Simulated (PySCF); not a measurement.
# Electron correlation in Co (cobalt, neutral)

[Ar] 3d7 4s2, high-spin 4F determinant. Computed with PySCF 2.14 in x2c-TZVPPall (6s5p4d2f1g, 64 functions), with the spin-free X2C one-electron Hamiltonian (Gaussian nucleus). Frozen: [Ar]; 9 electrons correlated.

MP2 pair energies summed by pair of shells (mhartree):

```
 pair   energy  share (%)
3d-3d  -185.41       76.4
3d-4s   -35.39       14.6
4s-4s   -21.76        9.0
```

Total MP2 correlation energy: -242.55 mhartree.

Same-spin part -94.69 and opposite-spin part -147.86 mhartree; SCS-MP2 scales them by 1/3 and 6/5 to -208.99 mhartree.
